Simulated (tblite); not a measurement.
Compound: C3H9OSeSi (doublet state).
Atom-mapped SMILES: `[CH3:1][CH:2]([CH3:3])[O:4][SiH:5][SeH:6]` (hydrogens: H7, H8, H9 on C1; H10 on C2; H11, H12, H13 on C3; H14 on Si5; H15 on Se6)

Computed with GFN2-xTB (tblite), gas phase: L-BFGS steps from a force-field or distance-geometry start until the largest atomic force falls under 0.01 eV/Å.

Step 88: E = -544.4977 eV
```
atom  x, y, z in Å  |  force x, y, z in eV/Å
C1     -1.1475    0.1866   -1.1017   -0.016  -0.039   0.027
C2     -0.3232   -0.2399    0.1077    0.009  -0.018   0.042
C3     -1.1769   -0.7414    1.2655   -0.009  -0.002   0.039
O4      0.4215    0.8689    0.5436    0.016   0.020   0.003
Si5     2.0128    1.1397    0.5707    0.020   0.047  -0.016
Se6     3.0317    0.1526   -1.2700    0.006  -0.042  -0.015
H7     -1.7150   -0.6553   -1.4858   -0.005  -0.031  -0.011
H8     -1.8354    0.9811   -0.8238    0.031   0.025  -0.001
H9     -0.4793    0.5486   -1.8807   -0.047   0.015   0.005
H10     0.3724   -1.0369   -0.2000   -0.021  -0.010  -0.033
H11    -1.8580    0.0406    1.5909   -0.023   0.012  -0.035
H12    -0.5380   -1.0048    2.1061    0.000  -0.018  -0.021
H13    -1.7485   -1.6158    0.9678   -0.002   0.012  -0.022
H14     2.0496    2.5822    0.3529    0.020  -0.014   0.022
H15     2.9291   -1.1983   -0.7649    0.021   0.044   0.016
```

Step 89: E = -544.4985 eV
```
atom  x, y, z in Å  |  force x, y, z in eV/Å
C1     -1.1491    0.1914   -1.0976   -0.016  -0.010   0.020
C2     -0.3252   -0.2385    0.1105    0.025  -0.011   0.026
C3     -1.1803   -0.7446    1.2656    0.005  -0.001   0.018
O4      0.4212    0.8700    0.5480    0.004  -0.012   0.005
Si5     2.0131    1.1398    0.5646    0.022   0.022  -0.027
Se6     3.0267    0.1445   -1.2761   -0.007  -0.057   0.011
H7     -1.7063   -0.6527   -1.4924   -0.008  -0.016  -0.007
H8     -1.8439    0.9787   -0.8147    0.026   0.006  -0.007
H9     -0.4811    0.5687   -1.8699   -0.051  -0.001   0.005
H10     0.3698   -1.0338   -0.2019   -0.010  -0.015  -0.021
H11    -1.8687    0.0349    1.5824   -0.023  -0.017  -0.021
H12    -0.5427   -1.0010    2.1092   -0.003  -0.006  -0.012
H13    -1.7408   -1.6269    0.9674   -0.002   0.048  -0.018
H14     2.0559    2.5790    0.3345    0.013   0.014   0.024
H15     2.9469   -1.2016   -0.7515    0.024   0.056   0.004
```

Step 90: E = -544.4988 eV
```
atom  x, y, z in Å  |  force x, y, z in eV/Å
C1     -1.1515    0.1881   -1.0960    0.005  -0.004   0.034
C2     -0.3254   -0.2415    0.1111    0.029   0.001   0.002
C3     -1.1828   -0.7434    1.2664    0.029   0.017  -0.008
O4      0.4242    0.8674    0.5440   -0.011  -0.031   0.011
Si5     2.0159    1.1382    0.5663    0.024  -0.007  -0.031
Se6     3.0397    0.1509   -1.2743   -0.010   0.015  -0.009
H7     -1.7104   -0.6544   -1.4888   -0.029  -0.042  -0.013
H8     -1.8418    0.9776   -0.8132   -0.013   0.027   0.012
H9     -0.4874    0.5648   -1.8702   -0.009   0.003  -0.022
H10     0.3666   -1.0385   -0.2025    0.001  -0.019  -0.013
H11    -1.8687    0.0403    1.5764   -0.038  -0.015   0.004
H12    -0.5486   -1.0007    2.1112    0.012   0.001   0.010
H13    -1.7441   -1.6247    0.9693   -0.019   0.036  -0.028
H14     2.0598    2.5761    0.3376    0.009   0.040   0.023
H15     2.9500   -1.1923   -0.7590    0.020  -0.021   0.029
```

**Question.** Estimate the geometry and energy of step 91. (The exact step hangs on the optimiser's Hessian estimate; all steps are aligned on step 90, rigid shifts and turns removed.)

**Answer.** E = -544.4992 eV, largest force 0.044 eV/Å
```
atom  x, y, z in Å  |  force x, y, z in eV/Å
C1     -1.1515    0.1906   -1.0934    0.003   0.006   0.013
C2     -0.3244   -0.2410    0.1127    0.019   0.007  -0.017
C3     -1.1834   -0.7453    1.2657    0.024   0.020  -0.014
O4      0.4239    0.8674    0.5490    0.010  -0.023   0.010
Si5     2.0159    1.1407    0.5643    0.008  -0.010  -0.042
Se6     3.0311    0.1443   -1.2768   -0.010  -0.014   0.005
H7     -1.7060   -0.6531   -1.4927   -0.015  -0.013   0.005
H8     -1.8451    0.9760   -0.8060   -0.013   0.011   0.004
H9     -0.4894    0.5764   -1.8660   -0.017  -0.013  -0.001
H10     0.3683   -1.0360   -0.2036    0.003  -0.024  -0.006
H11    -1.8744    0.0361    1.5709   -0.027  -0.022   0.011
H12    -0.5507   -0.9987    2.1129    0.002  -0.001   0.007
H13    -1.7408   -1.6285    0.9664   -0.012   0.033  -0.022
H14     2.0615    2.5778    0.3266    0.006   0.028   0.025
H15     2.9607   -1.1988   -0.7517    0.020   0.016   0.021
```

The energy changes by -0.0004 eV. The first-order estimate −F·Δx gives -0.0006 eV and the mean of the old and new forces, exact on a quadratic surface, -0.0004 eV. The step makes an angle of 82° with the force vector and moves no atom by more than 0.014 Å.

The cost below is that of the whole relaxation. Hardware: an Arm Neoverse V2 with one thread, on a shared host. Cost: 1.1 s.
